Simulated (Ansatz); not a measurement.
Reaction (formal exchange of groups at a Ge–N bond): `[SiH3][N]([SiH3])[GeH3]` + CH₃OH → `O[CH2][GeH3]` + `[SiH3]N[SiH3]`

Program: Ansatz. Geometries: PBE0-D4/def2-TZVP. ΔE: electronic, gas phase. CCSD(T)/CBS adds triple-zeta CCSD(T) − MP2 to the extrapolated MP2 energy (def2 sets, frozen cores). This one scheme is used for every species. DFT in def2-TZVPP. B3LYP here is the variant with VWN-RPA as its local correlation; programs differ in this. For Ge outer-core shells are correlated without core-valence functions, which leaves a few kJ/mol of doubt a bond. Scalar relativity is left out up to krypton. One conformer a species, not always the lowest.

| level | ΔE (eV) |
| --- | --- |
| r2SCANh-D4 | 0.39 |
| B3LYP | 0.31 |

(1) What does CCSD(T)/CBS give? (Best estimate.)

Largest T1 diagnostic among the species: 0.012.

Answers

(1) Computed: +0.43 eV. The listed levels differ from it by -0.04, -0.12 eV.

Leaving LDA and LC-ωPBE aside and taking each functional with its dispersion term where it has one, the values, not all of them listed here, spread over 0.12 eV, from PBE-D4 to BHLYP-D4. The D4 term adds +0.10 eV with B3LYP and +0.06 eV with PBE0; it sums over pairs of atoms, weighted by their polarisabilities, and B3LYP, whose exchange is more repulsive, gets the larger term.
